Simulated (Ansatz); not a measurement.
Geometry optimisation, RKS BLYP-D4/def2-SVP (Ansatz 0.2.0).

input.yaml

```yaml
crystal:
  periodic: [false, false, false]
  atoms:
    - { symbol: Zr, position_ang: [0.0, 0.0, 0.0] }
    - { symbol: F, position_ang: [0.0, 0.0, 1.98] }
    - { symbol: F, position_ang: [1.8671, 0.0, -0.6593] }
    - { symbol: F, position_ang: [-0.9326, 1.6157, -0.6593] }
    - { symbol: F, position_ang: [-0.9326, -1.6157, -0.6593] }
basis:
  gaussian: { orbitals: def2-SVP }
hamiltonian:
  xc: blyp
  dispersion: d4
relax:
  f_tol: 0.02
  max_steps: 40
```

Run as:

```bash
$ ansatz run input.yaml --threads 1 --pin off --max-ram 2048MiB --backend cpu --events-out ev --progress --plain --runs-dir out
```

Question: Where does it end, and by what steps?

Answer: It converged. After 2 steps the energy has fallen by 0.213 eV; F3 moved furthest, 0.06 Å.

```json
{"step": "0", "energy less start (eV)": "0.0000", "largest force component (eV/Å)": "1.637", "accepted": "yes"}
{"step": "1", "energy less start (eV)": "-0.2059", "largest force component (eV/Å)": "0.333", "accepted": "yes"}
{"step": "2", "energy less start (eV)": "-0.2129", "largest force component (eV/Å)": "0.005", "accepted": "yes"}
```

```xyz
5
Properties=species:S:1:pos:R:3
Zr 0.000 0.000 0.000
F 0.000 0.000 1.918
F 1.808 0.000 -0.638
F -0.903 1.565 -0.639
F -0.903 -1.565 -0.639
```

The run took 11 s on 1 thread of Arm Neoverse V2, on a shared host, peak memory 0.15 GiB.
